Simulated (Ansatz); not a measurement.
aniline (C$_{6}$H$_{7}$N), singlet, at a GFN2-xTB geometry; PBE/STO-3G in Ansatz (a quantum-chemistry and plane-wave program).

Input for Ansatz:
Ansatz 0.2 input:
```yaml
crystal:
  periodic: [false, false, false]
  atoms:
    - {symbol: N, position_ang: [2.26898850, -0.34589154, 0.26581677]}
    - {symbol: C, position_ang: [0.91756321, -0.12718200, 0.07978234]}
    - {symbol: C, position_ang: [0.32384857, 1.05784892, 0.51488921]}
    - {symbol: C, position_ang: [-1.03918263, 1.24264988, 0.39414758]}
    - {symbol: C, position_ang: [-1.83576132, 0.25579586, -0.16255361]}
    - {symbol: C, position_ang: [-1.25309513, -0.92291663, -0.59783701]}
    - {symbol: C, position_ang: [0.10910245, -1.11615687, -0.48096117]}
    - {symbol: H, position_ang: [2.68780582, -1.05943881, -0.30846466]}
    - {symbol: H, position_ang: [2.83930297, 0.47425910, 0.39407885]}
    - {symbol: H, position_ang: [0.94292242, 1.83040004, 0.94949780]}
    - {symbol: H, position_ang: [-1.48309267, 2.16698132, 0.73495964]}
    - {symbol: H, position_ang: [-2.90066566, 0.40457570, -0.25771264]}
    - {symbol: H, position_ang: [-1.86492136, -1.69850304, -1.03570909]}
    - {symbol: H, position_ang: [0.56087799, -2.03726852, -0.82217146]}
basis:
  gaussian:
    orbitals: STO-3G
hamiltonian:
  xc: pbe
scf: {lower_state_search: off}
```

Predict the main parts of the log of this Ansatz run.


```
Functional definition: PBE
these checks for a lower state are left out or cut short: stability, starts, cluster_reference, orbital_swaps, neighbouring_geometries, increment
595 factors; integrals over basis functions are off by at most 4.0e-5 eV
mean field evaluation 1: about -7718.7423 eV, gradient 1.2e1 eV
mean field evaluation 2: about -7718.3811 eV, gradient 1.7e1 eV
mean field evaluation 4: about -7719.1756 eV, gradient 1.3e0 eV
mean field evaluation 8: about -7718.9624 eV, gradient 9.7e-2 eV
mean field evaluation 16: about -7718.9624 eV, gradient 2.8e-6 eV
mean field -7718.96241873 eV, -283.6666367876 hartree, gradient 2.8e-6 eV, S^2 0.000000; 0 other end points of the search recorded, 0 dependent functions left out
reference -7718.96244594 eV, -283.6666377875 hartree; 25, 25 occupied and 17, 17 virtual orbitals, 595 factors
Total energy: -7718.96244594 eV, -283.6666377875 hartree
Checks for a lower state left out: stability, starts, cluster_reference, orbital_swaps, neighbouring_geometries, increment
```
